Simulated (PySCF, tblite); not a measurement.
Isomers of [C8H12PS]- (charge -1), one GFN2-xTB conformer each. Single-point energies are computed at PBE0/pcSseg-1 (PySCF, gas phase, no added dispersion term), electronic only.

| SMILES | GFN2-xTB relative energy (kcal/mol) |
| --- | --- |
| CC(C)(C)[P-]c1ccsc1 | 4.9 |
| CC(C)(C)[P-]c1cccs1 | 0.0 |

Conformers: `[CH3:1][C:2]([CH3:3])([CH3:4])[P-:5][c:6]1[cH:7][cH:8][s:9][cH:10]1` (charge -1) with C2–P5–C6–C7 180°; `[CH3:1][C:2]([CH3:3])([CH3:4])[P-:5][c:6]1[cH:7][cH:8][cH:9][s:10]1` (charge -1) with C2–P5–C6–C7 180°.

**Question.** What does PBE0/pcSseg-1 give for the same structures?

**Answer.** 
```csv
SMILES,PBE0/pcSseg-1 E (Eh),PBE0/pcSseg-1 (kcal/mol),GFN2-xTB (kcal/mol),point group
CC(C)(C)[P-]c1cccs1,-1050.90820,0.0,0.0,Cs
CC(C)(C)[P-]c1ccsc1,-1050.90208,3.8,4.9,Cs
```

Both levels put the same isomer lowest. Neighbours under 5.0 kcal/mol apart (CC(C)(C)[P-]c1cccs1 and CC(C)(C)[P-]c1ccsc1) can change places with a better method, another conformer or zero-point energy.

**Question.** What happens when harmonic zero-point energies from GFN2-xTB frequencies are added?

**Answer.** 
```tsv
SMILES	ZPE (kcal/mol)	electronic (kcal/mol)	with ZPE (kcal/mol)
CC(C)(C)[P-]c1cccs1	109.5	0.0	0.0
CC(C)(C)[P-]c1ccsc1	109.5	3.8	3.8
```

The zero-point energies span 0.0 kcal/mol. The order is unchanged.

**Question.** As an exercise, what shares would exp(−E/RT) give at 500 K from these electronic energies alone (no entropy, no degeneracies)?

**Answer.** RT = 0.994 kcal/mol: CC(C)(C)[P-]c1cccs1 98.0 %, CC(C)(C)[P-]c1ccsc1 2.0 %.
